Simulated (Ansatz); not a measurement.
# A basis-limit estimate, worked out

An elementary step of Si4NH13ClF, closed shell (Si₄H₉Cl ([SiH3][Si]([SiH3])([SiH3])[Cl]) + NH₃ + HF → Si₃H₇Cl ([SiH3][SiH]([SiH3])[Cl]) + SiH₃F ([F][SiH3]) + NH₃; bonds formed: Si1–H8, Si2–F9; bonds broken: Si1–Si2, H8–F9). “Start” is the structure reached by relaxing down from the saddle towards the reactants; PBE0-D4/def2-TZVP structures. The saddle:

```
20
angstrom
Si -0.3207 -0.5052 0.7508
Si 2.2442 -0.4317 0.4946
Si -1.8992 1.1195 1.3589
Si -0.8278 -1.8200 -1.1031
Cl -0.3169 -1.7191 2.4648
H 0.5394 1.8708 -1.1156
N -0.0515 1.1468 -1.5103
H 0.9578 0.7131 0.8415
F 1.8749 1.5433 0.7399
H 2.8011 -0.0921 -0.8331
H 3.1176 -0.3402 1.6813
H 1.9351 -1.8998 0.3861
H -2.0651 2.1853 0.3345
H -1.4756 1.7410 2.6400
H -3.2077 0.4389 1.5547
H -1.1535 -3.2073 -0.6808
H 0.3276 -1.8587 -2.0379
H -2.0004 -1.2417 -1.8132
H 0.4287 0.7756 -2.3222
H -0.9080 1.5813 -1.8307
```

Computed with Ansatz 0.2.0 (basis: def2-TZVPP and def2-QZVPP); correlated methods freeze the cores.

Energies in eV:

| quantity | saddle | start |
| --- | --- | --- |
| Hartree–Fock, triple zeta (X = 3) | -48348.25470 | -48350.64546 |
| Hartree–Fock, quadruple zeta (X = 4) | -48349.76263 | -48352.14312 |
| MP2 correlation, X = 3 | -33.86885 | -33.13590 |
| MP2 correlation, X = 4 | -36.62747 | -35.87991 |
| CCSD(T) correlation, X = 3 | -37.97233 | -37.32595 |

**Question.** Work out the barrier at the basis limit: extrapolate Hartree–Fock as E(X) = E∞ + A exp(−7.88 √X) and the MP2 correlation as E(X) = E∞ + B X^−2.97 (the exponents that Neese and Valeev fitted for def2-TZVPP and QZVPP), then add CCSD(T) − MP2 in triple zeta.

**Answer.** Each step is linear, so take the differences first (saddle − start): Hartree–Fock 2.39076 (X = 3) and 2.38049 (X = 4); MP2 correlation -0.73295 and -0.74756; CCSD(T) correlation -0.64638.
Two points give E∞ = E(4) + w [E(4) − E(3)], with w = 1/(exp(7.88 (2 − √3)) − 1) = 0.1377 for Hartree–Fock and w = 1/((4/3)^2.97 − 1) = 0.7407 for the correlation.
Hartree–Fock: 2.38049 + 0.1377 × (-0.01027) = 2.3791 eV.
MP2 correlation: -0.74756 + 0.7407 × (-0.01461) = -0.7584 eV.
CCSD(T) − MP2: -0.64638 − (-0.73295) = 0.0866 eV.
Sum: 2.3791 + (-0.7584) + 0.0866 = 1.7073 eV, or 39.37 kcal/mol. Plain CCSD(T) in triple zeta gives 1.7444 eV, so the larger basis shifts the result by -0.0371 eV.

No T1 diagnostic of these runs exceeds 0.014.

Labels in which every atom is bracketed show which atoms are joined, not bond orders.

For scale, one of the runs: CCSD(T)/def2-TZVPP, 454 basis functions, launched by `ansatz run in.yaml --threads 4 --pin off --events-out ev --progress --plain --max-ram 46080MiB --backend cuda --devices 0, --max-vram 37GiB`. The run took 26 s on 4 CPU threads of an AMD EPYC 7R13 and a share of one NVIDIA H100 (shared host), with 0.94 GiB of host memory at its peak.
